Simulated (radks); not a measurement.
Results of a calculation; reference values are marked as such.
Initial-state core-level shifts of the selenium ion Se2+ when its valence configuration changes from [Ar] 3d10 4s2 4p2. Level of theory: scalar-relativistic Kohn-Sham, PBE, spin-polarised, spherical densities, finite nucleus; open shells are filled with parallel spins first; Fermi nuclear charge, rms radius 4.14 fm (a radial shooting solver on a logarithmic mesh with Libxc functionals). Shifts are changes of the shell-averaged eigenvalues in eV (positive: less bound); the change of the density at the nucleus, which sets a Mossbauer isomer shift, is in e/bohr^3, on a base of 4.029e+04.

valence,1s,2s,3s,3p,density at nucleus
3d9 4s2 4p3,-14.851,-16.386,-12.859,-12.620,+16.073
3d10 4s1 4p3,-1.191,-1.175,-1.236,-1.223,-32.517
3d9.5 4s1 4p3.5,-8.697,-9.428,-7.784,-7.652,-26.363
3d10 4s1.5 4p2.5,-0.632,-0.620,-0.650,-0.644,-16.083
3d10 4s0.5 4p3.5,-2.242,-2.192,-2.248,-2.234,-48.860
3d9.5 4s2 4p2.5,-7.335,-8.082,-6.405,-6.285,+7.890
